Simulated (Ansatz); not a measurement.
Cartesian coordinates (Å):
SMILES: [SiH2]=C[SiH]=[SiH2]
```xyz
10

Si     1.5946     0.3891    -1.4796
C      0.9706     0.9037     0.0283
Si    -0.7454     0.5634     0.5136
Si    -1.6625    -1.3930     0.3153
H      3.0026     0.5951    -1.8867
H      0.7589    -0.3286    -2.4625
H      1.6113     1.4843     0.6874
H     -1.2783     1.4940     1.5424
H     -3.1459    -1.4455     0.3822
H     -1.1061    -2.2625    -0.7567
```
Charge 0, spin multiplicity 1.

Computed with frozen-core CCSD(T)/cc-pVTZ // PBE0-D3(BJ)/def2-TZVP run with Ansatz (a quantum-chemistry and plane-wave program). The restricted HF reference is unstable towards unrestricted orbitals.

| Property | Result |
|---|---|
| HF energy | -908.08757 Ha |
| MP2 correlation energy | -0.52466 Ha |

Task: Estimate the CCSD correlation energy, the (T) correction, the total energy and the T1 diagnostic.

Result: 
- CCSD correlation energy = -0.58019 Ha
- (T) correction = -0.03019 Ha
- CCSD(T) total energy = -908.69795 Ha
- T1 diagnostic = 0.019
